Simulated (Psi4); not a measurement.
AlCl2, doublet, geometry from GFN2-xTB (such geometries of metal compounds can be far from the true shape); B97M-V/6-311G** in Psi4 1.11.

Psi4 was given this input:
```
memory 2 GB

molecule mol {
0 2
Al    0.001602    0.635423    0.023513
Cl    1.851289   -0.248593    0.017172
Cl   -1.852514   -0.237318   -0.035153
}

set {
  basis 6-311g**
  reference uks
  scf_type pk
  puream true
  d_convergence 1e-8
  dft_radial_points 99
  dft_spherical_points 590
}

energy('b97m-v')
print_variables()
```

What the program printed (banner, timings and long lists left out):

```
   => Loading Basis Set <=

    Name: 6-311G**
    Role: ORBITAL
    Keyword: BASIS

         ---------------------------------------------------------
                                   SCF
               by Justin Turney, Rob Parrish, Andy Simmonett
                          and Daniel G. A. Smith
                              UKS Reference
         ---------------------------------------------------------

  ==> Geometry <==

    Molecular point group: cs
    Full point group: Cs

    Geometry (in Angstrom), charge = 0, multiplicity = 2:

       Center              X                  Y                   Z               Mass
    ------------   -----------------  -----------------  -----------------  -----------------
         AL           0.634278796766    -0.001598162787     0.000000000000    26.981538530000
         CL          -0.249368010947    -1.851472432494     0.000000000000    34.968852682000
         CL          -0.240033741787     1.852705555330     0.000000000000    34.968852682000

  Running in cs symmetry.

  Rotational constants: A =      1.12064  B =      0.07027  C =      0.06612 [cm^-1]
  Rotational constants: A =  33596.08771  B =   2106.58681  C =   1982.29058 [MHz]
  Nuclear repulsion =  155.377086459555812

  Charge       = 0
  Multiplicity = 2
  Electrons    = 47
  Nalpha       = 24
  Nbeta        = 23

  ==> Algorithm <==

  SCF Algorithm Type is PK.
  DIIS enabled.
  MOM disabled.
  Fractional occupation disabled.
  Guess Type is SAD.
  Energy threshold   = 1.00e-06
  Density threshold  = 1.00e-08
  Integral threshold = 1.00e-12

  ==> Primary Basis <==

  Basis Set: 6-311G**
    Blend: 6-311G**
    Number of shells: 36
    Number of basis functions: 78
    Number of Cartesian functions: 81
    Spherical Harmonics?: true
    Max angular momentum: 2

  ==> DFT Potential <==

   => LibXC <=

    Version 7.1.2
    S. Lehtola, C. Steigemann, M. J. T. Oliveira, and M. A. L. Marques,  SoftwareX 7, 1–5 (2018) (10.1016/j.softx.2017.11.002)

   => Composite Functional: B97M-V <=

    B97M-V GGA Exchange-Correlation Functional

    N. Mardirossian and M. Head-Gordon,  J. Chem. Phys. 142, 074111 (2015) (10.1063/1.4907719)

    Deriv               =              1
    GGA                 =           TRUE
    Meta                =           TRUE

    Exchange Hybrid     =          FALSE
    MP2 Hybrid          =          FALSE

   => Exchange-Correlation Functionals <=

    1.0000   B97M-V exchange-correlation functional

   => LibXC Density Thresholds  <==

    XC_MGGA_XC_B97M_V:  1.00E-15

   => VV10 Non-Local Parameters <=

    VV10 B              =     6.0000E+00
    VV10 C              =     1.0000E-02

   => Molecular Quadrature <=

    Radial Scheme          =       TREUTLER
    Pruning Scheme         =           NONE
    Nuclear Scheme         =       TREUTLER

    Blocking Scheme        =         OCTREE
    BS radius alpha        =              1
    Pruning alpha          =              1
    Radial Points          =             99
    Spherical Points       =            590
    Total Points           =         168042
    Total Blocks           =           1396
    Max Points             =            255
    Max Functions          =             67
    Weights Tolerance      =       1.00E-15

  ==> Integral Setup <==

  Using in-core PK algorithm.
   Calculation information:
      Number of atoms:                   3
      Number of AO shells:              36
      Number of primitives:             71
      Number of atomic orbitals:        81
      Number of basis functions:        78

      Integral cutoff                 1.00e-12
      Number of threads:                 1

  Performing in-core PK
  Using 9495642 doubles for integral storage.
  We computed 152746 shell quartets total.
  Whereas there are 222111 unique shell quartets.

  ==> DiskJK: Disk-Based J/K Matrices <==

    J tasked:                  Yes
    K tasked:                   No
    wK tasked:                  No
[...]

  ==> Pre-Iterations <==

  SCF Guess: Superposition of Atomic Densities via on-the-fly atomic UHF (no occupation information).

   -------------------------
    Irrep   Nso     Nmo
   -------------------------
     A'        57      57
     A"        21      21
   -------------------------
    Total      78      78
   -------------------------

  ==> Iterations <==

                        Total Energy        Delta E     RMS |[F,P]|

   @UKS iter SAD: -1162.44683305847843   -1.16245e+03   0.00000e+00
   @UKS iter   1: -1162.56327548473155   -1.16442e-01   7.33315e-03 ADIIS/DIIS
   @UKS iter   2: -1162.55119251194924    1.20830e-02   7.14547e-03 ADIIS/DIIS
   @UKS iter   3: -1162.64488429822677   -9.36918e-02   1.33351e-03 ADIIS/DIIS
   @UKS iter   4: -1162.64870188944997   -3.81759e-03   1.94726e-04 ADIIS/DIIS
   @UKS iter   5: -1162.64878560993930   -8.37205e-05   4.80979e-05 DIIS
   @UKS iter   6: -1162.64878958291342   -3.97297e-06   7.84977e-06 DIIS
   @UKS iter   7: -1162.64878972380984   -1.40896e-07   1.86837e-06 DIIS
   @UKS iter   8: -1162.64878973082205   -7.01220e-09   6.04628e-07 DIIS
   @UKS iter   9: -1162.64878973170198   -8.79936e-10   6.64618e-08 DIIS
   @UKS iter  10: -1162.64878973172108   -1.90994e-11   9.47331e-09 DIIS
  Energy and wave function converged.

  ==> Post-Iterations <==

   Electrons on quadrature grid:
      Nalpha   =   23.9999993825 ; deviation = -6.175e-07
      Nbeta    =   22.9999993684 ; deviation = -6.316e-07
      Ntotal   =   46.9999987509 ; deviation = -1.249e-06

   @Spin Contamination Metric:   1.561746769E-03
   @S^2 Expected:                7.500000000E-01
   @S^2 Observed:                7.515617468E-01
   @S   Expected:                5.000000000E-01
   @S   Observed:                5.000000000E-01

    Orbital Energies [Eh]
    ---------------------

    Alpha Occupied:

[...]
    Alpha Virtual:

[...]
    Beta Occupied:

[...]
    Beta Virtual:

[...]
      57Ap   217.927041

    Final Occupation by Irrep:
             Ap   App
    DOCC [    18,    5 ]
    SOCC [     1,    0 ]
    NA   [    19,    5 ]
    NB   [    18,    5 ]

  @UKS Final Energy: -1162.64878973172108

   => Energetics <=

    Nuclear Repulsion Energy =            155.3770864595558123
    One-Electron Energy =               -1917.5622984462502245
    Two-Electron Energy =                 674.4986495143830325
    DFT Exchange-Correlation Energy =     -75.1588030494886397
    Empirical Dispersion Energy =           0.0000000000000000
    VV10 Nonlocal Energy =                  0.1965757900788291
    Total Energy =                      -1162.6487897317210809

  UHF NO Occupations:
  HONO-2 :   18 Ap 1.9997689
  HONO-1 :    5App 1.9996316
  HONO-0 :   19 Ap 1.0000000
  LUNO+0 :    6App 0.0003684
  LUNO+1 :   20 Ap 0.0002311
  LUNO+2 :   21 Ap 0.0001081
  LUNO+3 :   22 Ap 0.0000219

Computation Completed

Properties will be evaluated at   0.000000,   0.000000,   0.000000 [a0]

Properties computed using the SCF density matrix

 Multipole Moments:

 ------------------------------------------------------------------------------------
     Multipole            Electronic (a.u.)      Nuclear  (a.u.)        Total (a.u.)
 ------------------------------------------------------------------------------------

 L = 1.  Multiply by 2.5417464519 to convert [e a0] to [Debye]
 Dipole X            :          0.5570257           -0.1402280            0.4167978
 Dipole Y            :         -0.0014027            0.0003533           -0.0010494
 Dipole Z            :          0.0000000            0.0000000            0.0000000
 Magnitude           :                                                    0.4167991

 ------------------------------------------------------------------------------------

  Variable Map:
  ----------------------------------------------------------------------------
[...]
  Array Variable Map:
  ----------------------------------------------------------------------------
[...]
[...]
```
